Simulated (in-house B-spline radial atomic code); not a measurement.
Configurations of Br⁷⁺, with energies counted from [Ar] 3d10. Computed with a B-spline radial code for spherical atoms: non-relativistic TPSS, spin-polarised, spherical fractional occupations, point nucleus. Shells without spins written out take the highest spin.

Occupations are held fixed; configurations that lie above the ionisation limit could autoionise.

```
                                  configuration  E - E(ref) (eV)  highest orbital  its <r> (bohr)
         [Ar] 3d(5 up, 4 down) 4s(1 up, 0 down)           71.208            4s up           1.374
                                   [Ar] 3d9 4p1            87.88            4p up           1.475
                                   [Ar] 3d9 4d1           114.29            4d up           1.725
                          [Ne] 3s2 3p5 3d10 4d1            219.1            4d up           1.726
[Ne] 3s2 3p(3 up, 2 down) 3d10 4f(0 up, 1 down)           242.09          4f down           2.115
```

Task: Order these further configurations by energy, lowest first.
A. [Ne] 3s2 3p5 3d10 4f1
B. [Ar] 3d9 4f1
C. [Ar] 3d(5 up, 4 down) 4f(0 up, 1 down)
D. [Ne] 3s2 3p(2 up, 3 down) 3d10 4d(1 up, 0 down)
E. [Ne] 3s2 3p5 3d10 4s1

Result: B (137.24 eV), C (137.34 eV), E (175.93 eV), D (219.28 eV), A (242 eV).

Task: How far above the reference does [Ne] 3s2 3p5 3d10 4p1 lie?

Result: 192.61 eV; its least bound orbital is 4p up with <r> = 1.474 bohr.
